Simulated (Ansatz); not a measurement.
Computed with Ansatz.

A structure relaxed at PBE0-D4/def2-TZVP, charge 0, multiplicity 1:

Cartesian coordinates in Å:
```
N -1.3518 0.9203 -1.9533
C -0.8949 0.7137 -0.6449
O -1.4118 -0.4810 0.0962
Si 0.2378 -0.6087 -0.1119
Si 1.5983 -0.4841 1.7796
H -2.3341 1.1662 -1.9844
H -1.1852 0.1364 -2.5680
H -1.0157 1.6005 -0.0253
H 0.6755 -1.5969 -1.1358
H 3.0100 -0.2774 1.3583
H 1.1592 0.6555 2.6251
H 1.5127 -1.7445 2.5645
```

(1) Give its formula and SMILES.

(2) Summarise the bond lengths by kind.

## Answers

(1) CH7NOSi2, `N[C@H]1O[Si@@H]1[SiH3]`.

(2) 1 × C–N 1.401 Å; 2 × H–N 1.010 to 1.013 Å; 1 × C–O 1.498 Å; 1 × C–Si 1.821 Å; 1 × C–H 1.088 Å; 1 × O–Si 1.668 Å; 1 × Si–Si 2.333 Å; 4 × H–Si 1.485 to 1.489 Å.
